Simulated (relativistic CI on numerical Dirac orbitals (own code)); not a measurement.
# Calculated levels, F³⁺

Computed by Dirac-Coulomb-Breit CI, orbitals from a KLI potential per configuration, QED by a radiative potential, valence Slater integrals scaled by 0.85, P86 correlation energy added to each configuration (own radial code, finite nucleus).

CI space (outside the closed core 1s2): 2s2 2p2, 2s 2p3, 2p4, 2s2 2p 3s, 2s2 2p 3p, 2s2 2p 3d, 2p3 3s, 2s2 2p 4s, 2s 2p2 3s, 2p3 3p, 2s2 2p 4p, 2s2 2p 4d, 2s2 2p 4f, 2p3 3d, 2s 2p2 3p, 2s2 3s2. Levels of other configurations are missing.

The lowest level is 2s2 2p2 3P_0, with 99 % of that term; Hund's rules for 2s2 2p2 give 3P with J = 0, in agreement.

| No. | Configuration | Term | J | E (cm⁻¹) | % | Next component (%) | Lifetime (s) | jj configuration (%) |
| --- | --- | --- | --- | --- | --- | --- | --- | --- |
| 1 | 2s2 2p2 | 3P | 0 | 0 | 99 | 1 2p4 3P |  | 2p1/2^2 (67) |
| 2 | 2s2 2p2 | 3P | 1 | 225 | 99 | 1 2p4 3P | 4.88e+03 | 2p1/2 2p3/2 (99) |
| 3 | 2s2 2p2 | 3P | 2 | 607 | 99 | 1 2p4 3P | 1.33e+03 | 2p3/2^2 (65) |
| 4 | 2s2 2p2 | 1D | 2 | 24046 | 99 | 1 2p4 1D | 8.09e+00 | 2p1/2 2p3/2 (65) |
| 5 | 2s2 2p2 | 1S | 0 | 45661 | 95 | 4 2p4 1S | 6.52e-01 | 2p3/2^2 (65) |
| 6 | 2s 2p3 | 5S° | 2 | 77518 | 100 |  |  | 2s 2p1/2 2p3/2^2 (55) |
| 7 | 2s 2p3 | 3D° | 3 | 149917 | 99 |  | 8.94e-10 | 2s 2p1/2 2p3/2^2 (99) |
| 8 | 2s 2p3 | 3D° | 2 | 149967 | 99 |  | 8.86e-10 | 2s 2p1/2 2p3/2^2 (66) |
| 9 | 2s 2p3 | 3D° | 1 | 149983 | 99 |  | 8.82e-10 | 2s 2p1/2 2p3/2^2 (44) |
| 10 | 2s 2p3 | 3P° | 2 | 173468 | 99 |  | 3.32e-10 | 2s 2p3/2^3 (51) |
| 11 | 2s 2p3 | 3P° | 1 | 173474 | 99 |  | 3.31e-10 | 2s 2p1/2 2p3/2^2 (66) |
| 12 | 2s 2p3 | 3P° | 0 | 173497 | 99 |  | 3.30e-10 | 2s 2p1/2 2p3/2^2 (99) |
| 13 | 2s 2p3 | 1D° | 2 | 227627 | 99 | 1 2s2 2p 3d 1D° | 1.13e-10 | 2s 2p1/2 2p3/2^2 (77) |
| 14 | 2s 2p3 | 3S° | 1 | 233694 | 99 |  | 5.27e-11 | 2s 2p1/2 2p3/2^2 (55) |
| 15 | 2s 2p3 | 1P° | 1 | 251542 | 99 |  | 6.56e-11 | 2s 2p3/2^3 (34) |
| 16 | 2p4 | 3P | 2 | 360246 | 99 | 1 2s2 2p2 3P | 8.09e-11 | 2p3/2^2 (67) |
| 17 | 2p4 | 3P | 1 | 360686 | 99 | 1 2s2 2p2 3P | 8.08e-11 | 2p1/2 2p3/2^3 (99) |
| 18 | 2p4 | 3P | 0 | 360878 | 99 | 1 2s2 2p2 3P | 8.07e-11 | 2p3/2^4 (65) |
| 19 | 2p4 | 1D | 2 | 383376 | 99 | 1 2s2 2p2 1D | 1.39e-10 | 2p1/2 2p3/2^3 (67) |
| 20 | 2s2 2p 3s | 3P° | 0 | 413664 | 96 | 3 2p3 3s 3P° | 1.01e-10 | 2p1/2 3s (96) |
| 21 | 2s2 2p 3s | 3P° | 1 | 413886 | 96 | 3 2p3 3s 3P° | 1.01e-10 | 2p1/2 3s (69) |
| 22 | 2s2 2p 3s | 3P° | 2 | 414388 | 96 | 3 2p3 3s 3P° | 1.01e-10 | 2p3/2 3s (96) |
| 23 | 2s2 2p 3s | 1P° | 1 | 420631 | 96 | 3 2p3 3s 1P° | 6.41e-11 | 2p3/2 3s (69) |
| 24 | 2p4 | 1S | 0 | 429017 | 95 | 4 2s2 2p2 1S | 6.98e-11 | 2p3/2^2 (62) |
| 25 | 2s2 2p 3p | 1P | 1 | 448087 | 95 | 3 2p3 3p 1P | 1.90e-09 | 2p3/2 3p3/2 (47) |
| 26 | 2s2 2p 3p | 3D | 1 | 451210 | 96 | 3 2p3 3p 3D | 2.01e-09 | 2p1/2 3p1/2 (64) |
| 27 | 2s2 2p 3p | 3D | 2 | 451466 | 96 | 3 2p3 3p 3D | 2.01e-09 | 2p1/2 3p3/2 (51) |
| 28 | 2s2 2p 3p | 3D | 3 | 451901 | 96 | 3 2p3 3p 3D | 2.01e-09 | 2p3/2 3p3/2 (96) |
| 29 | 2s2 2p 3p | 3S | 1 | 455185 | 96 | 3 2p3 3p 3S | 6.72e-10 | 2p3/2 3p3/2 (39) |
| 30 | 2s2 2p 3p | 3P | 0 | 459122 | 93 | 4 2s 2p2 3s 3P | 6.92e-10 | 2p1/2 3p1/2 (64) |

Energies count from the lowest computed level; ° marks odd parity; lifetimes are radiative, by E1, M1, E2, M2, E3 decay to levels of this space only; some are left blank where a channel outside the calculation adds to the decay or the decay crosses a small, uncertain gap. Filled j subshells are mostly left out of the jj labels.

The mean weight of the leading LS term, summed over parents, in these 30 levels is 98 %, and that of the leading jj configuration (from the same eigenvectors) 69 %, so LS coupling describes them better.

Correlation outside the listed configurations is missing or only estimated: errors of thousands of cm⁻¹ between configurations and terms are usual at this charge. Rates and lifetimes follow the computed energies and can be off by large factors. The fine structure of a lone outer electron comes out too small, for d and f at times inverted, and misplaced configurations move strength between like terms. 42 of the 49 excited levels that our extract of the measured tables holds in this range could be paired (the sources list more); they are missed by 3588 cm⁻¹ on average and 11919 at most, and levels without a partner can miss by more.

Landé's interval rule says that E(J) − E(J−1) = AJ with one A. For the ground term the intervals give A = 225.1, 191.0 cm⁻¹ for J = 1, 2; the multiplet is regular.
